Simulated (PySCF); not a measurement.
Labels have come off several samples. The candidates:

A. SMILES O(C)c1cc(Cl)cc(C)p1
B. SMILES C1(Cl)=CC=CC=C1N
C. `C[C@@H]([SiH2]C=C)[SiH3]`

Spectrum 1. ¹³C{¹H} NMR (computed): δ 148.3 (C), 135.7 (CH), 133.4 (CH), 126.5 (C), 122.1 (CH), 117.5 (CH).

Spectrum 2. ¹³C{¹H} NMR (computed): δ 142.6 (CH2), 141.8 (CH), 15.4 (CH3), 2.3 (CH).

Spectrum 3. ¹³C{¹H} NMR (computed): δ 205.1 (C), 177.3 (C), 149.3 (C), 134.6 (CH), 125.7 (CH), 59.8 (CH3), 27.5 (CH3).

How the numbers were obtained: geometry from GFN2-xTB, σ from GIAO-PBE0/pcSseg-1, in PySCF 2.14 (one computed conformer, non-relativistic Hamiltonian, fast rotation and ring inversion assumed for equivalent nuclei, no solvent).

δ = σ(ref) − σ, references computed at the same level: ¹³C (σ = 186.93 ppm) vs TMS. Splittings of carbon signals by F and P are missing where no couplings were computed. Shifts are as computed. Against solution values, carbons near 30 ppm lie about +3 ppm off and those near 130 ppm about +5 ppm; carbons on Cl a further +6 ppm. Of 1211 compounds with measured shifts, 218 miss one by over three times the rms of a fit or turn the order of signals round; such compounds aren't used in these exercises. Carbons bonded to Cl come out too deshielded.

Which spectrum belongs to which compound?

Results:

1–B, 2–C, 3–A.

- Spectrum 1 (B): 6 ¹³C signals; δC 148.3 is an aromatic carbon bearing nitrogen; δC 135.7 is an aromatic CH.
- Spectrum 2 (C): 4 ¹³C signals; δC 142.6 is a terminal =CH2 carbon; δC 141.8 is an alkene CH.
- Spectrum 3 (A): 7 ¹³C signals; δC 205.1 is an aromatic carbon bearing oxygen; δC 134.6 is an aromatic CH.
